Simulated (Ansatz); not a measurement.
Reaction (formal hydrolysis of a B–S bond): `CSB(C)Br` + H₂O → `CB(O)Br` + CH₃SH

Program: Ansatz. Geometries: PBE0-D4/def2-TZVP. ΔE: electronic, gas phase. CBS: MP2 limit from def2 TZ/QZ plus the TZ coupled-cluster correction, frozen cores. This one scheme is used for every species. Functionals use def2-TZVPP. B3LYP here is the variant with VWN-RPA as its local correlation; programs differ in this. For Br outer-core shells are correlated without core-valence functions, which leaves a few kJ/mol of doubt a bond. Scalar relativity is left out up to krypton. One conformer a species, not always the lowest.

CCSD(T)/CBS gives -44.4 kJ/mol.

Q: Another level gave -79.3 kJ/mol. Which?
A. CCSD/def2-TZVPP
B. CCSD(T)/def2-TZVPP
C. B3LYP/def2-TZVPP
D. HF/def2-TZVPP

A: D. HF/def2-TZVPP -79.3, CCSD/def2-TZVPP -55.6, CCSD(T)/def2-TZVPP -50.0, B3LYP -65.1 kJ/mol.

Largest T1 diagnostic among the species: 0.011.

In def2-TZVPP, CCSD(T) changes the Hartree–Fock value by +29.3 kJ/mol (the triples alone add +5.6 kJ/mol) and MP2 by +37.6 kJ/mol. The D4 term adds +11.6 kJ/mol with B3LYP and +6.4 kJ/mol with PBE0; it sums over pairs of atoms, weighted by their polarisabilities, and B3LYP, whose exchange is more repulsive, gets the larger term.
